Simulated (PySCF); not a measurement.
Delta-SCF ions had no search for a lower state. Excitations are Tamm–Dancoff values on a coarser integration grid. The basis has no diffuse functions, so Rydberg states are missing or too high.

Cartesian coordinates (Å):
```xyz
7

C     -0.8350    -0.0424    -0.0572
Si     1.0086     0.1167     0.0531
O      1.8216     1.3796    -0.1861
H     -1.0994    -0.7998    -0.8008
H     -1.2371    -0.3826     0.9015
H     -1.2990     0.9051    -0.3267
H      1.6403    -1.1765     0.4162
```
Charge 0, spin multiplicity 1.

Q: Give the vertical ionisation energy (Delta-SCF), S1 excitation (TDA), T1 excitation (TDA), HOMO–LUMO gap, total energy, brightest of the four lowest singlets (TDA), LUMO and S1–T1 gap (TDA) at the level PBE-D3(BJ)/def2-TZVP // B3LYP-D3(BJ)/def2-TZVP run with PySCF.

A: 
The vertical ionisation energy (Delta-SCF) is 10.09 eV and the S1 excitation (TDA) is 4.12 eV. The T1 excitation (TDA) comes out as 3.75 eV and the HOMO–LUMO gap is 3.99 eV. The total energy is -405.0153 Ha, the brightest of the four lowest singlets (TDA) is 5.83 eV and the LUMO is -2.38 eV. The S1–T1 gap (TDA) is 0.37 eV.
